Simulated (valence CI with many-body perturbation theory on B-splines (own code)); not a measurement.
## Forbidden lines of Nd⁴⁵⁺

Computed by relativistic CI+MBPT: five valence electrons over a frozen Dirac-Fock core [Ne], radial functions for each j: 11 s, 11 p, 10 d, 8 f, 5 g, 2 h, with the one-electron correlation potential Σ1, the two-electron term Σ2, the three-electron term Σ3, Breit, model QED; selected CI, second order for the rest, scaled by the run's own slope (own B-spline code, finite nucleus).

No measured spectrum was set against this ion. As an estimate, large intervals hold to a few tenths of a per cent, small ones and those within an open d or f shell to about a per cent. Among the levels kept, up to 3100 cm⁻¹ of a level comes from second order outside the variational space, and about a tenth of that is noise between levels of different J, which matters for small intervals.

Lines 1 to 18 of 18 in falling wavelength, among levels below 52.567 Ry, chosen from the decays that carry over 1 % of a level's rate. Wavelengths and rates use the calculated energies. Electric multipoles are in the length gauge, E1 and E2 with the static RPA response of the core. S is in atomic units (e²a₀⁴ for E2 and M2, e²a₀⁶ for E3), for M1 in squared Bohr magnetons. Weak lines are less certain than strong ones. Lines between different terms over intervals too small for the method are left out, as are lines whose strength nearly cancels.

Levels are named by their leading jj configuration (3d3/2^4 stands for four electrons in 3d with j = 3/2), which in mixed levels can hold well under half, so a name can repeat and another be missing. Letters in brackets count levels of one name in rising energy.

| λ vac (nm) | Upper | Lower | Type | A (s⁻¹) | S (a.u.) |
| --- | --- | --- | --- | --- | --- |
| 124.7 | (3s^2 3p1/2 3p3/2 3d5/2) J=9/2 | (3s^2 3p1/2 3p3/2 3d5/2) J=7/2 [a] | M1 | 2.46e+03 | 1.77e+00 |
| 39.83 | (3s^2 3p1/2 3p3/2 3d5/2) J=9/2 | (3s^2 3p1/2 3p3/2 3d3/2) J=7/2 | M1 | 1.84e+05 | 4.31e+00 |
| 11.57 | (3s^2 3p3/2^2 3d5/2) J=9/2 | (3s^2 3p1/2 3p3/2 3d5/2) J=7/2 [b] | M1 | 4.88e+06 | 2.80e+00 |
| 10.96 | (3s^2 3p1/2 3p3/2 3d5/2) J=7/2 [a] | (3s^2 3p1/2^2 3d5/2) J=5/2 | M1 | 9.60e+06 | 3.75e+00 |
| 10.26 | (3s^2 3p1/2 3p3/2^2) J=3/2 | (3s^2 3p1/2^2 3p3/2) J=3/2 | M1 | 1.82e+07 | 2.91e+00 |
| 10.14 | (3s^2 3p3/2^3) J=3/2 | (3s^2 3p1/2 3p3/2^2) J=1/2 | M1 | 4.55e+06 | 7.04e-01 |
| 10.07 | (3s^2 3p1/2 3p3/2 3d5/2) J=9/2 | (3s^2 3p1/2^2 3d5/2) J=5/2 | E2 | 5.27e+04 | 4.88e-03 |
| 9.879 | (3s^2 3p3/2^2 3d5/2) J=9/2 | (3s^2 3p1/2 3p3/2 3d5/2) J=9/2 | M1 | 8.23e+06 | 2.94e+00 |
| 9.523 | (3s^2 3p1/2 3p3/2^2) J=5/2 | (3s^2 3p1/2^2 3p3/2) J=3/2 | M1 | 3.21e+06 | 6.18e-01 |
| 9.523 | (3s^2 3p1/2 3p3/2^2) J=5/2 | (3s^2 3p1/2^2 3p3/2) J=3/2 | E2 | 1.41e+05 | 5.90e-03 |
| 9.263 | (3s^2 3p3/2^3) J=3/2 | (3s^2 3p1/2 3p3/2^2) J=5/2 | M1 | 5.78e+06 | 6.81e-01 |
| 9.153 | (3s^2 3p3/2^2 3d5/2) J=9/2 | (3s^2 3p1/2 3p3/2 3d5/2) J=7/2 [a] | M1 | 6.98e+06 | 1.99e+00 |
| 8.744 | (3s^2 3p1/2 3p3/2^2) J=1/2 | (3s^2 3p1/2^2 3p3/2) J=3/2 | M1 | 1.23e+07 | 6.08e-01 |
| 8.744 | (3s^2 3p1/2 3p3/2^2) J=1/2 | (3s^2 3p1/2^2 3p3/2) J=3/2 | E2 | 1.54e+05 | 1.41e-03 |
| 8.659 | (3s^2 3p3/2^3) J=3/2 | (3s^2 3p1/2 3p3/2^2) J=3/2 | M1 | 2.46e+07 | 2.37e+00 |
| 7.916 | (3s^2 3p3/2^2 3d5/2) J=9/2 | (3s^2 3p1/2 3p3/2 3d3/2) J=7/2 | M1 | 3.70e+05 | 6.81e-02 |
| 7.824 | (3s^2 3p3/2^2 3d5/2) J=5/2 [a] | (3s^2 3p1/2 3p3/2 3d5/2) J=7/2 [a] | M1 | 1.47e+07 | 1.56e+00 |
| 6.057 | (3s^2 3p1/2 3p3/2 3d5/2) J=9/2 | (3s^2 3p1/2 3p3/2^2) J=5/2 | M2 | 3.85e+03 | 2.81e-05 |
